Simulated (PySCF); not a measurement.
Gas-phase XPS of (Br2Al-mu-OH)2, computed

Compound: (Br2Al-mu-OH)2.
Bonds: Al1–Br2, Al1–Br3, Al1–O4, Al1–O8, O4–Al5, Al5–Br6, Al5–Br7, Al5–O8. Hydrogens: H9 on O4; H10 on O8.

Level of theory: PySCF 2.14.0, delta-SCF UKS SCAN, pcX-2 on the ionised atom, pcseg-1 elsewhere, spin-free X2C. Binding energies are ΔSCF values: E(core-ionised, relaxed orbitals) − E(ground state) at a fixed geometry, referred to the vacuum level.

Q: What binding energy does each computed site have?

A: 
```json
{"atom(s)": "Al1/Al5", "environment": "aluminium bonded to 2 Br and 2 O", "level": "Al 1s", "binding energy (eV)": "1568.99", "count": "2"}
{"atom(s)": "O4/O8", "environment": "oxygen bonded to 2 Al and H", "level": "O 1s", "binding energy (eV)": "540.46", "count": "2"}
```

Q: Which effective nuclear charge Zeff reproduces each element's mean 1s value in the hydrogen-like formula E = 13.606 eV × Zeff²?

A: O (Z = 8): mean 540.5 eV, Zeff = 6.30, Z − Zeff = 1.70; Al (Z = 13): mean 1569.0 eV, Zeff = 10.74, Z − Zeff = 2.26. Means run over the listed sites, weighted by atom count.

The first atom of each set that the bonding makes equivalent was ionised and stands for the set. No level of bromine is listed. Isolated species at its PBE0-D3(BJ)/def2-SVP geometry (one conformer only).
